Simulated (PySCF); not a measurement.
Zn(Et)2 (C₄H₁₀Zn), SMILES C[CH2][Zn][CH2]C. Heavy atoms are numbered as in [Zn:1]([CH2:2][CH3:3])[CH2:9][CH3:10]. Hydrogens are named by the atom that carries them.

The structure is a stationary point at PBE-D3(BJ)/def2-SVP. The isomer is the one that the SMILES or the coordinates give; other isomers of the formula were not compared. One conformer was computed; it need not be the lowest.

Calculation: PBE/def2-TZVP (PySCF).

ESP charges are fitted to the potential on shells at 1.4 to 2.0 van der Waals radii. Atomic charges (e), one atom of each kind:

| atom | ESP fit | Löwdin | IAO |
|---|---|---|---|
| Zn1 | … | 0.49 | 1.09 |
| C2 (CH2) | … | -0.52 | -0.79 |
| C3 (CH3) | -0.10 | -0.36 | -0.42 |
| H on C2 | … | 0.14 | 0.13 |
| H on C3 | 0.02 | 0.12 | 0.13 |

Problem. Fill in the missing entries. (Estimate from the structure and the level; the computed values follow.)

Solution. 
- Zn1, ESP fit: 0.32
- C2 (CH2), ESP fit: -0.12
- H on C2, ESP fit: -0.01
